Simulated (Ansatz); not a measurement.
InNH3 (SMILES [NH2][InH]): the energy, rung by rung

InNH3 has 5 atoms, charge 0, and is taken as a doublet. SMILES: `[NH2][InH]`. The shape was relaxed beforehand at wB97X-V/def2-SVP. This is one conformer, not always the lowest.

Each level gives the adiabatic electron affinity (to the singlet anion, shapes relaxed at wB97X-V/def2-SVP, no zero-point term) (eV). The values are calculated.

The electron affinity is E(neutral) − E(anion): positive where the electron is bound.

```
                                 level                    kind  program  value (eV)  less CCSD(T)/def2-TZVPP  CPU time (all runs)
    USVWN5/def2-TZVPP (core potential)                     LDA   Ansatz        1.50                    +0.18                  3 s
     UBLYP/def2-TZVPP (core potential)                     GGA   Ansatz        1.41                    +0.09                6.2 s
      UPBE/def2-TZVPP (core potential)                     GGA   Ansatz        1.38                    +0.06                5.1 s
  UPBE0-D4/def2-TZVPP (core potential)           global hybrid   Ansatz        1.31                    -0.01                6.8 s
UCAM-B3LYP/def2-TZVPP (core potential)  range-separated hybrid   Ansatz        1.41                    +0.09                7.8 s
   RPA@PBE/def2-TZVPP (core potential)                     RPA   Ansatz        1.56                    +0.24                 13 s
      UMP2/def2-TZVPP (core potential)     perturbation theory   Ansatz        1.28                    -0.04                6.8 s
  UCCSD(T)/def2-TZVPP (core potential)   coupled cluster or CI   Ansatz        1.32                     0.00              1.9 min
```

UCCSD(T)/def2-TZVPP (core potential) is the highest level here, not the true value. Spin-orbit coupling, which can split open shells on such heavy atoms by tenths of an eV, is left out. The values span 1.28 to 1.56 eV. In the correlated wave-function rows the outer d shell of In is correlated, in sets not made for it. CPU times are rough (shared hosts, several kinds of processor): they show what a rung costs within a factor of a few.
